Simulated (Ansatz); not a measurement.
A run on BBr$_{2}$Cl (`ClB(Br)Br`) with other settings.

```yaml
crystal:
  periodic: [false, false, false]
  atoms:
    - {symbol: Cl, position_ang: [-0.177931, -1.665570, 0.617919]}
    - {symbol: B, position_ang: [0.009307, -0.054394, 0.009741]}
    - {symbol: Br, position_ang: [1.293322, 1.110771, 0.783900]}
    - {symbol: Br, position_ang: [-1.069198, 0.548893, -1.431960]}
basis:
  gaussian: {orbitals: def2-TZVPP, fitting: {mean_field: cc-pVTZ-jkfit}}
hamiltonian: {xc: {name: revPBE}}
```

```sh
$ ansatz run in.yaml --threads 4 --pin off --events-out ev --progress --plain --max-ram 10444MiB
```

It prints (some lines left out):

```
Functional definition: revPBE
614 factors; integrals over basis functions are off by at most 1.4e0 eV
mean field evaluation 1: about -153279.0502 eV, gradient 2.7e1 eV
mean field evaluation 2: about -153274.7302 eV, gradient 4.7e1 eV
mean field evaluation 4: about -153280.6180 eV, gradient 1.6e0 eV
mean field evaluation 8: about -153280.6233 eV, gradient 3.3e-2 eV
mean field -153280.62332409 eV, -5632.9590098223 hartree, gradient 7.3e-5 eV, S^2 0.000000; 0 other end points of the search recorded, 0 dependent functions left out
reference -153280.62336534 eV, -5632.9590113383 hartree; 46, 46 occupied and 123, 123 virtual orbitals, 614 factors
Total energy: -153280.62336534 eV, -5632.9590113383 hartree
```

Run time 0.8 s (4 threads of an Arm Neoverse V2 on a shared host); peak host memory 0.19 GiB.
